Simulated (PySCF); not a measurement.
2-ethyl-3-methylbut-1-ene, C7H14.
Bonds: C1–C2 (double), C2–C3, C3–C4, C2–C5, C5–C6, C5–C7. Hydrogens: H8, H9 on C1; H10, H11 on C3; H12, H13, H14 on C4; H15 on C5; H16, H17, H18 on C6; H19, H20, H21 on C7.

Computed, not measured: PBE0-D3(BJ)/def2-SVP geometry optimisation, gas phase (PySCF).

Problem. Give the optimised bond lengths and angles.

Solution. 
```
                   bond  length (Å)
                  C1=C2       1.337
                  C2–C3       1.504
                  C3–C4       1.517
                  C2–C5       1.522
           C5–C6, C5–C7       1.528
                  C1–H8       1.092
                  C1–H9       1.094
         C3–H10, C3–H11       1.106
 C4–H12, C4–H13, C4–H14       1.101
                 C5–H15       1.104
C6–H16 and 5 like bonds       1.101
```

Bonds in one row agree within 0.01 Å and their mean is given. A selection of angles:
```
     angle  degrees
  C2–C1–H8    122.2
  C2–C1–H9    121.4
  H8–C1–H9    116.4
  C1–C2–C3    123.3
  C1–C2–C5    121.9
  C3–C2–C5    114.9
  C2–C3–C4    116.9
 C2–C3–H10    107.6
 C4–C3–H10    109.8
H10–C3–H11    104.3
 C3–C4–H12    111.4
H12–C4–H13    107.7
  C2–C5–C6    112.3
 C2–C5–H15    106.9
  C6–C5–C7    111.5
 C6–C5–H15    107.3
 C5–C6–H16    111.3
H16–C6–H17    108.1
```

Torsions: C1–C2–C3–C4 1° (synperiplanar); C1–C2–C5–C6 57° (synclinal). The mirror-image conformer, all signs reversed, is as good.

The 6 C–C bonds span 1.337 Å (C1=C2, drawn double) to 1.528 Å (C5–C7, drawn single), a spread of 0.191 Å. Of the pairs four or more bonds apart, C4···H8 is among the closest relative to their van der Waals radii: 2.59 Å, 89 % of the sum of Bondi's values.

Point group: C1 (no symmetry element, even within 0.4 Å). No PBE0-D3(BJ)/def2-SVP frequencies stand behind this structure, so it isn't proved a minimum. One conformer, not necessarily the lowest.

The run took 52 s wall on an Intel Xeon 6975P-C with one thread, on a shared host, and the process peaked at 0.84 GiB of memory. These figures are those of the optimisation.
